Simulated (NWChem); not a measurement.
System: C₂H₈OSi; SMILES CO[SiH2]C

Here is an NWChem input.

```
start job
memory heap 200 mb stack 900 mb global 1100 mb
geometry units angstroms noautosym nocenter noautoz
  Si     0.481019     0.490683    -0.001216
  C     -0.575349     2.025113    -0.000948
  O     -0.547054    -0.822465    -0.000105
  C     -0.124875    -2.154947    -0.001148
  H      1.365665     0.444170    -1.212125
  H      1.367721     0.445102     1.208215
  H      0.054931     2.928129    -0.003334
  H     -1.221316     2.052573    -0.891482
  H     -1.217971     2.054914     0.891918
  H      0.480875    -2.401350    -0.893816
  H     -1.010093    -2.809840    -0.004810
  H      0.475658    -2.404193     0.894231
end
basis spherical
  Si library def2-svp
  C library def2-svp
  O library def2-svp
  H library def2-svp
end
dft
  xc m05-2x
  iterations 150
end
cosmo
  do_cosmo_smd true
  solvent water
end
task dft energy
```

Coordinates come from a PBE0/def2-SVP optimisation. Solvent: water.

Level: M05-2X/def2-SVP with SMD (1 M gas to 1 M solution), gas-phase geometry. Reactions with the solvent are ignored.

Q: Give the results of this calculation. (M05-2X/def2-SVP, SMD on the gas-phase geometry.) Quantities: solvation free energy (kcal/mol); cavity-dispersion-structure term (kcal/mol); dipole in solution (D).

A: 
```
Property                                     Value
-------------------------------------------  -----
solvation free energy (kcal/mol)               0.5
cavity-dispersion-structure term (kcal/mol)    4.1
dipole in solution (D)                        0.61
```
